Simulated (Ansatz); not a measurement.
`F[SiH]1[O][SnH2]1`, relaxed with RKS PBE0-D4/def2-TZVP in the Gaussian-basis code of Ansatz from a PBE-D4/def2-SVP geometry. The force threshold is 0.005 eV/Å; the program also tests the step.

Total charge 0; spin multiplicity 1. Sn: def2 effective core potential.

Start:

```xyz
7

F     1.469   -0.804    1.846
Si    0.880   -0.791    0.325
O    -0.706   -1.073    0.089
Sn   -0.574    1.114   -0.412
H     1.927   -1.446   -0.520
H    -1.730    1.816    0.679
H    -1.266    1.184   -2.006
```

```tsv
step	energy (eV)	largest force (eV/Å)	largest move (Å)
1	-18518.2031	1.285	0.000
2	-18518.2896	0.779	0.069
3	-18518.3084	0.204	0.040
4	-18518.3105	0.056	0.022
5	-18518.3109	0.021	0.005
6	-18518.3110	0.013	0.004
7	-18518.3110	0.003	0.001
```

End:

```xyz
7

F     1.443   -0.804    1.808
Si    0.879   -0.761    0.325
O    -0.676   -1.040    0.093
Sn   -0.601    1.059   -0.401
H     1.896   -1.435   -0.511
H    -1.704    1.804    0.670
H    -1.237    1.178   -1.984
```

Hardware: 2 threads of an Arm Neoverse V2 on a shared host. Wall time 29 s, peak host memory 0.39 GiB.
